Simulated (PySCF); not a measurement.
Computed XPS line lists of a few unrelated compounds.

Method: delta-SCF UKS SCAN, pcX-2 on the ionised atom, pcseg-1 elsewhere, spin-free X2C (PySCF). Geometries: PBE0-D3(BJ)/def2-SVP; isolated species, one conformer each.

Line lists (1s up to Mg, 2p3/2 beyond; areas count atoms within a level, one atom standing for each set equivalent by bonding):
1. C 1s: 290.02 (area 1), 290.44 (area 1) eV; N 1s: 404.58 eV; Si 2p3/2: 105.98 (area 1), 106.43 (area 1) eV
2. C 1s: 294.93 (area 1), 295.61 (area 1), 295.83 (area 2), 295.90 (area 2) eV; N 1s: 409.76 eV; P 2p3/2: 142.95 eV
3. F 1s: 693.79 eV; Si 2p3/2: 110.76 eV

Structures:
A. `C1[P+](CC)(N(C)C)C=1`
B. `F[SiH](F)F`
C. `CC[SiH2][SiH2]N`

Q: Which list belongs to which compound?

A: 
- 1 = C: no other candidate has this set of levels. C 1s: 290.02 sp3 carbon bound to silicon, 290.44 methyl carbon; N 1s: 404.58 silicon-bound nitrogen; Si 2p3/2: 105.98 SiH2 silicon, 106.43 SiH2 silicon.
- 2 = A: no other candidate has this set of levels. C 1s: 294.93 methyl carbon, 295.61 sp3 carbon bound to phosphorus, 295.83 alkene CH carbon (×2), 295.90 N-methyl carbon (×2); N 1s: 409.76 nitrogen bonded to 2 C and P; P 2p3/2: 142.95 phosphorus bonded to 3 C and N.
- 3 = B: no other candidate has this set of levels. F 1s: 693.79 silicon-bound fluorine (×3); Si 2p3/2: 110.76 fluorine-bound silicon.

The 2p values add to the ΔSCF energy of one spin-free hole a correction within the shell (spin–orbit coupling, ligand field).
